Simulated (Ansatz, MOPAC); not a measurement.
System: SiI (charge 0, doublet). SMILES: [Si]I
Geometry: optimised at B3LYP-D3(BJ)/def2-TZVP (Ansatz, a first-principles code).

Property: vertical ionisation energy to the singlet, in eV. Terms: spin-orbit terms left out; valence correlation only (noble-gas shells and the d and f shells of earlier blocks); open shells spin-unrestricted; LANL2DZ with its own core potentials from Na on; STO-3G and 3-21G all-electron and non-relativistic; 6-31G* and kin with 6d, 5d where marked; def2 sets with scalar-relativistic core potentials past Kr; each state is the SCF solution reached for its charge and spin. Ab initio and DFT rows: single points at B3LYP-D3(BJ) geometries (Ansatz). Semi-empirical rows: differences of heats of formation at the shared geometry for vertical values.

```json
[
 {"level": "AM1", "program": "MOPAC", "vertical ionisation energy to the singlet (eV)": "7.18"},
 {"level": "PM3", "program": "MOPAC", "vertical ionisation energy to the singlet (eV)": "6.31"},
 {"level": "PM6", "program": "MOPAC", "vertical ionisation energy to the singlet (eV)": "7.12"},
 {"level": "MNDO", "program": "MOPAC", "vertical ionisation energy to the singlet (eV)": "6.36"},
 {"level": "HF/6-31G* with LANL2DZ past Ar", "program": "Ansatz", "vertical ionisation energy to the singlet (eV)": "7.44"},
 {"level": "PBE/6-31G* with LANL2DZ past Ar", "program": "Ansatz", "vertical ionisation energy to the singlet (eV)": "7.39"},
 {"level": "B3LYP/STO-3G", "program": "Ansatz", "vertical ionisation energy to the singlet (eV)": "4.56"},
 {"level": "B3LYP/3-21G", "program": "Ansatz", "vertical ionisation energy to the singlet (eV)": "7.49"},
 {"level": "MP2/6-31G* with LANL2DZ past Ar", "program": "Ansatz", "vertical ionisation energy to the singlet (eV)": "7.03"},
 {"level": "wB97X-V/def2-TZVPD", "program": "Ansatz", "vertical ionisation energy to the singlet (eV)": "7.42"}
]
```

No value to compare with is used here. The 9 habitual levels span 4.56 (B3LYP/STO-3G) to 7.49 eV (B3LYP/3-21G); wB97X-V/def2-TZVPD gives 7.42.

The levels are drawn from those run, B3LYP/6-31G* more often than the rest, none by its result; left out are runs that failed, that the program found above a lower state of the same kind, or whose <S^2> lies over 0.5 above the pure value.
